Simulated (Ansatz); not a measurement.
Relaxation of a periodic cell of 63 atoms, AlSi$_{62}$ (host Si, host structure diamond, dopant Al, one Si atom removed), cell charge +1, to a largest force component of 0.03 eV/Å in at most 60 steps.

The calculation used DFT PBE, scalar-relativistic, plane waves, PAW (Ansatz). Settings: PAW set soft_1, cutoff 420 eV, k mesh 1x1x1, fermi-dirac smearing 0.02 eV, no spin polarisation.

```xyz
63
Lattice="10.8600 0.0000 0.0000 0.0000 10.8600 0.0000 0.0000 0.0000 10.8600" Properties=species:S:1:pos:R:3
Si 5.418 0.071 0.013
Si 6.806 1.346 1.333
Si 8.098 2.745 -0.006
Si 9.536 4.083 1.352
Si 8.201 -0.042 2.690
Si 9.524 1.325 4.070
Si -0.007 -0.012 0.007
Si 1.361 1.339 1.270
Si 2.746 2.708 -0.046
Si 4.093 4.054 1.339
Si 5.455 5.431 -0.057
Si 6.786 6.808 1.367
Si 8.132 8.134 0.021
Si 9.474 9.484 1.418
Si 2.648 0.007 2.744
Si 4.062 1.363 4.110
Si 5.409 2.687 2.691
Si 6.871 4.111 4.059
Si 8.170 5.366 2.718
Si 9.515 6.789 4.108
Si 5.394 0.027 5.453
Si 6.781 1.308 6.772
Si 8.154 2.755 5.428
Si 9.482 4.109 6.835
Si 8.173 0.010 8.147
Si 9.535 1.324 9.514
Si 0.031 5.482 0.017
Si 1.344 6.814 1.367
Si 2.702 8.180 0.009
Si 4.122 9.484 1.331
Si -0.028 2.698 2.745
Si 1.315 4.039 4.076
Si 2.707 5.422 2.741
Al 4.062 6.792 4.055
Si 5.425 8.159 2.655
Si 6.820 9.526 4.125
Si 0.008 -0.006 5.399
Si 1.387 1.363 6.742
Si 2.720 2.681 5.404
Si 4.023 4.054 6.816
Si 5.430 5.382 5.414
Si 6.792 6.806 6.709
Si 8.150 8.136 5.419
Si 9.531 9.519 6.818
Si 2.724 0.025 8.188
Si 4.067 1.357 9.535
Si 5.468 2.651 8.143
Si 6.815 4.096 9.479
Si 8.139 5.360 8.154
Si 9.465 6.795 9.489
Si 0.027 8.131 2.745
Si 1.378 9.513 4.018
Si 0.042 5.441 5.458
Si 1.394 6.825 6.714
Si 4.042 9.510 6.775
Si 0.004 2.703 8.121
Si 1.336 4.032 9.444
Si 2.703 5.423 8.161
Si 4.056 6.776 9.514
Si 5.397 8.129 8.126
Si 6.793 9.531 9.522
Si -0.018 8.176 8.198
Si 1.317 9.536 9.445
```

Question: Where does it end, and by what steps?

Answer: The forces met the threshold. Limits of this set-up: coarse k mesh, no spin, though dangling bonds at a vacancy may carry it, charged cell in a uniform background, uncorrected. After 8 steps the energy has fallen by 1.612 eV; Al34 moved furthest, 1.15 Å.

```json
{"step": "0", "energy less start (eV)": "0.0000", "largest force component (eV/Å)": "1.658", "accepted": "yes"}
{"step": "1", "energy less start (eV)": "-1.3465", "largest force component (eV/Å)": "0.427", "accepted": "yes"}
{"step": "2", "energy less start (eV)": "-1.4670", "largest force component (eV/Å)": "0.155", "accepted": "yes"}
{"step": "3", "energy less start (eV)": "-1.5216", "largest force component (eV/Å)": "0.076", "accepted": "yes"}
{"step": "4", "energy less start (eV)": "-1.5551", "largest force component (eV/Å)": "0.106", "accepted": "yes"}
{"step": "5", "energy less start (eV)": "-1.5881", "largest force component (eV/Å)": "0.061", "accepted": "yes"}
{"step": "6", "energy less start (eV)": "-1.6064", "largest force component (eV/Å)": "0.068", "accepted": "yes"}
{"step": "7", "energy less start (eV)": "-1.6116", "largest force component (eV/Å)": "0.044", "accepted": "yes"}
{"step": "8", "energy less start (eV)": "-1.6124", "largest force component (eV/Å)": "0.013", "accepted": "yes"}
```

```xyz
63
Lattice="10.8600 0.0000 0.0000 0.0000 10.8600 0.0000 0.0000 0.0000 10.8600" Properties=species:S:1:pos:R:3
Si 5.463 -0.001 -0.015
Si 6.784 1.379 1.360
Si 8.158 2.703 -0.014
Si 9.482 4.077 1.360
Si 8.159 -0.002 2.680
Si 9.530 1.330 4.065
Si 0.029 -0.028 -0.049
Si 1.349 1.346 1.334
Si 2.732 2.718 0.001
Si 4.050 4.146 1.428
Si 5.426 5.436 0.022
Si 6.714 6.811 1.429
Si 8.142 8.128 0.000
Si 9.515 9.511 1.332
Si 2.731 -0.013 2.689
Si 4.085 1.348 4.058
Si 5.426 2.739 2.718
Si 6.716 4.146 4.094
Si 8.122 5.436 2.718
Si 9.513 6.776 4.058
Si 5.455 -0.013 5.412
Si 6.810 1.346 6.794
Si 8.143 2.717 5.411
Si 9.515 4.051 6.793
Si 8.192 -0.028 8.114
Si 9.516 1.346 9.487
Si 0.002 5.398 -0.015
Si 1.359 6.778 1.343
Si 2.729 8.133 -0.017
Si 4.082 9.502 1.344
Si 0.002 2.702 2.681
Si 1.360 4.061 4.061
Si 2.707 5.543 2.825
Al 3.409 7.453 4.735
Si 5.317 8.154 2.826
Si 6.800 9.502 4.061
Si 0.099 -0.098 5.380
Si 1.389 1.310 6.755
Si 2.729 2.701 5.415
Si 4.082 4.062 6.784
Si 5.318 5.544 5.436
Si 6.800 6.779 6.784
Si 8.161 8.133 5.415
Si 9.552 9.473 6.756
Si 2.764 -0.097 8.045
Si 4.079 1.332 9.474
Si 5.463 2.703 8.141
Si 6.784 4.078 9.522
Si 8.159 5.398 8.140
Si 9.529 6.781 9.474
Si 0.014 8.130 2.689
Si 1.497 9.364 4.037
Si 0.014 5.407 5.412
Si 1.496 6.755 6.648
Si 4.106 9.365 6.646
Si 0.030 2.670 8.114
Si 1.350 4.051 9.489
Si 2.731 5.407 8.130
Si 4.086 6.776 9.491
Si 5.454 8.130 8.129
Si 6.810 9.512 9.489
Si 0.098 8.097 8.046
Si 1.389 9.473 9.452
```

Run time: 40 s on 4 threads of Arm Neoverse V2 (shared host), peak memory 1.1 GiB.
